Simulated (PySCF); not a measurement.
Molecule: SMILES P(CC)(=S)(CC)CC, C6H15PS.

Geometry:
| atom | x (Å) | y (Å) | z (Å) |
| --- | --- | --- | --- |
| C1 | 2.874 | 0.362 | 0.682 |
| C2 | 1.964 | -0.434 | -0.239 |
| P3 | 0.421 | -0.988 | 0.583 |
| S4 | 0.720 | -2.061 | 2.190 |
| C5 | -0.485 | -1.869 | -0.746 |
| C6 | -1.841 | -2.386 | -0.295 |
| C7 | -0.544 | 0.533 | 0.933 |
| C8 | -0.858 | 1.439 | -0.245 |
| H9 | 3.045 | -0.193 | 1.616 |
| H10 | 2.437 | 1.338 | 0.943 |
| H11 | 3.848 | 0.551 | 0.205 |
| H12 | 1.697 | 0.129 | -1.149 |
| H13 | 2.457 | -1.365 | -0.565 |
| H14 | -0.564 | -1.201 | -1.621 |
| H15 | 0.177 | -2.703 | -1.031 |
| H16 | -2.542 | -1.564 | -0.084 |
| H17 | -2.297 | -3.020 | -1.070 |
| H18 | -1.732 | -2.981 | 0.624 |
| H19 | 0.030 | 1.056 | 1.715 |
| H20 | -1.459 | 0.175 | 1.433 |
| H21 | -1.419 | 2.326 | 0.088 |
| H22 | 0.056 | 1.801 | -0.742 |
| H23 | -1.474 | 0.931 | -1.003 |

Geometry PBE0-D3(BJ)/def2-SVP throughout; GIAO in PySCF 2.14.0 with density-fitted response routines, gas phase, one conformer, non-relativistic; equivalent atoms averaged; basis pcSseg-1.

Question: How do the shifts δ (against TMS, H3PO4, CS2 at the same level) depend on the functional? (ppm; last column core-seconds on 1 thread of an Arm Neoverse V1, shared host; the GGAs took longer than the global hybrids here, which isn't the general rule, and the cause wasn't traced)

Answer: 
| functional | kind | C2/C5/C7 | C1/C6/C8 | P3 | S4 | H12/H13/H14/H15/H19/H20 | H9/H10/H11/H16/H17/H18/H21/H22/H23 | core-s |
| --- | --- | --- | --- | --- | --- | --- | --- | --- |
| LDA | LDA | 28.7 | 5.8 | 35.8 | -242.6 | 1.54 | 1.03 | 52 |
| BP86 | GGA | 28.1 | 8.2 | 37.3 | -246.7 | 1.49 | 1.08 | 61 |
| OPBE | GGA | 25.8 | 8.3 | 24.0 | -261.5 | 1.49 | 1.05 | 61 |
| KT2 | GGA | 27.4 | 8.3 | 28.3 | -233.5 | 1.48 | 1.08 | 64 |
| B97-2 | global hybrid | 25.8 | 8.3 | 33.4 | -270.7 | 1.39 | 1.08 | 39 |
| wB97X-D | range-separated hybrid | 25.4 | 7.7 | 33.3 | -276.1 | 1.31 | 1.06 | 56 |

Question: Which nucleus moves most, in ppm?

Answer: S4 (sulfur bonded to P): from -276.1 ppm with wB97X-D to -233.5 ppm with KT2. The smallest spread is 0.05 ppm, at H9/H10/H11/H16/H17/H18/H21/H22/H23. Proton shifts span only some 12 ppm, so a few tenths of a ppm matter as much there as several ppm in carbon.
